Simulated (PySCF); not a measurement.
These are PySCF with PBE-D3(BJ)/def2-TZVP // PBE0-D3(BJ)/def2-TZVP values and carry that method's errors. Isolated molecules, 0 K electronic values unless said otherwise. 

Reference species (SMILES): `[SiH](=N\[H])/[SiH3]` (neutral, multiplicity 1).

```json
{
 "HOMO–LUMO gap": "3.38 eV",
 "HOMO": "-6.10 eV"
}
```

Changed species: `[SiH](N)=[SiH2]`.

Q: Predict the effect on the HOMO–LUMO gap and HOMO.

A: the HOMO–LUMO gap drops by 0.88 eV, to 2.50 eV; the HOMO increases by 1.20 eV, to -4.90 eV.
